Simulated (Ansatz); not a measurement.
```xyz
7

N    -0.9220   -0.0383   -0.8327
Zr    0.5808    0.0451    0.5080
F     2.1914   -0.4847   -0.3600
F     0.6231    1.8116    1.2135
F     0.2571   -1.2076    1.9111
H    -1.6804    0.6272   -0.9034
H    -1.0501   -0.7532   -1.5365
```

Charge 0, multiplicity 1. Zr: def2 effective core potential.

**Question.** List the ωB97M-V/def2-TZVPP orbital energies in eV (Ansatz 0.2.0). (Estimate.)

**Answer.** Ansatz gave: Occupied: -677.26, -677.14, -676.97, -394.43, -62.75, -40.01, -39.82, -39.23, -34.64, -33.85, -33.81, -26.10, -16.44, -15.48, -15.41, -15.15, -14.87, -14.86, -14.59, -14.25, -14.16, -14.07, -13.47, -10.54. Lowest empty: 0.40, 1.18, 1.21, 1.35, 1.38, 1.86, 2.25, 2.43.
